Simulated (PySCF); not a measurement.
Na(OH) (HNaO), SMILES [OH][Na]. Atoms are numbered in the order given.

```xyz
3

Na     0.0000     0.0000    -0.9239
O      0.0000     0.0000     1.0233
H      0.0000     0.0000     1.9761
```
Charge 0, spin multiplicity 1.

Coordinates come from a ωB97X-D3(BJ)/def2-TZVPD optimisation. The isomer is the one that the SMILES or the coordinates give; other isomers of the formula were not compared.

These are PySCF with PBE/pcSseg-2 values and carry that method's errors.

GIAO shieldings, no solvent; atoms alike by connectivity are averaged. δ = σ(ref) − σ: ¹⁷O against H2O (σ = 327.5 ppm); ¹H against TMS (σ = 31.47 ppm), references at their B3LYP-D3(BJ)/def2-TZVP geometries, non-relativistic.

Computed chemical shifts:
```
nucleus  atoms  count  δ (ppm)
-------  -----  -----  -------
¹⁷O         O2      1    -73.0
¹H          H3      1    -2.18
```
